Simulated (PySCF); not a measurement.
# Working out the excitation energy of Sn

Sn [Kr] 4d10 5s2 5p2 (3P) → Sn [Kr] 4d10 5s2 5p1 5d1 (high-spin determinant). All numbers are calculated (PySCF 2.14, a scalar-relativistic core potential, in aug-cc-pVDZ-PP with ECP28MDF). Frozen: 4s2 4p6 4d10. Energies in hartree (1 hartree = 27.21139 eV):

| part | Sn (lower) | Sn (upper) |
| --- | --- | --- |
| UHF | -213.335453 | -213.099553 |
| MP2 opposite-spin | -0.028959 | -0.029938 |
| MP2 same-spin | -0.006346 | -0.004545 |

**Question.** What does Hartree-Fock give?

**Answer.** (-213.099553) − (-213.335453) = 0.235900 hartree = 6.419 eV.

**Question.** What do MP2 and SCS-MP2 (6/5 opposite-spin, 1/3 same-spin) give?

**Answer.** The opposite-spin parts differ by -0.027 eV and the same-spin parts by 0.049 eV. MP2: 6.419 + (-0.027) + (0.049) = 6.441 eV. SCS-MP2: 6.419 + 1.2 × (-0.027) + (0.049)/3 = 6.403 eV.

One determinant mixes LS terms, so it does not stand for a single term.

A double-zeta basis recovers only part of the correlation energy.
